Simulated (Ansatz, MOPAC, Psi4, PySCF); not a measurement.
Approach curve of the dimer H4BN ··· CH4O (SMILES BN and CO), singlet. Monomers: optimised at B3LYP-D3(BJ) (def2-TZVP), held rigid. Orientation: lowest of the rigid-body minima from ten starts at GFN2-xTB. R is the distance of the centres of mass, along which the second monomer moves.

Geometry at R = 3.36 Å (first 6 atoms: monomer A):
```
12

B     -0.6842     0.0335    -0.0043
N      0.7017    -0.0349     0.0044
H     -1.3149    -0.9786    -0.0262
H     -1.2103     1.1039     0.0105
H      1.2948     0.7785     0.0226
H      1.2128    -0.9023    -0.0070
C     -0.8788     0.0113    -3.6571
O      0.4289    -0.0137    -3.1025
H     -1.4688    -0.8646    -3.3651
H     -0.7616     0.0003    -4.7398
H     -1.4287     0.9172    -3.3790
H      0.3576    -0.0052    -2.1431
```

Computed with: PM6, restricted, heats of formation (MOPAC); PBE0/def2-TZVP, counterpoise-corrected (Psi4); MP2/aug-cc-pVDZ = MP2 on RHF/aug-cc-pVDZ, frozen core, counterpoise-corrected run with Ansatz (a program for electronic structure); SCS-MP2/aug-cc-pVTZ = DF-SCS-MP2/aug-cc-pVTZ, frozen core, counterpoise-corrected in Psi4 1.11; RHF/LANL2DZ = restricted Hartree-Fock/LANL2DZ, no counterpoise correction (PySCF).

Interaction energies in kJ/mol (negative: bound); R is the distance of the centres of mass, d the N2···H12 distance.

```tsv
R / Å	d / Å	PM6	PBE0/def2-TZVP	MP2/aug-cc-pVDZ	SCS-MP2/aug-cc-pVTZ	RHF/LANL2DZ
2.99	1.81	28.20	11.36	12.75	14.03	29.36
3.18	2.00	10.32	-0.98	-0.78	0.46	10.14
3.36	2.18	1.56	-5.99	-6.39	-5.23	0.88
3.55	2.36	-2.73	-7.70	-8.43	-7.36	-3.71
3.74	2.55	-4.16	-7.66	-8.51	-7.58	-5.47
4.05	2.86	-3.94	-6.29	-7.11	-6.40	-5.74
4.33	3.14	-3.16	-4.87	-5.58	-5.05	-5.04
4.89	3.70	-2.05	-2.81	-3.28	-3.00	-3.30
5.57	4.38	-1.37	-1.55	-1.82	-1.69	-1.83
6.52	5.33	-0.87	-0.82	-0.95	-0.89	-1.00
7.85	6.66	-0.52	-0.43	-0.48	-0.45	-0.55
```

Lowest grid point: PM6 -4.16 kJ/mol at R = 3.74 Å; PBE0/def2-TZVP -7.70 kJ/mol at R = 3.55 Å; MP2/aug-cc-pVDZ -8.51 kJ/mol at R = 3.74 Å; SCS-MP2/aug-cc-pVTZ -7.58 kJ/mol at R = 3.74 Å; RHF/LANL2DZ -5.74 kJ/mol at R = 4.05 Å.
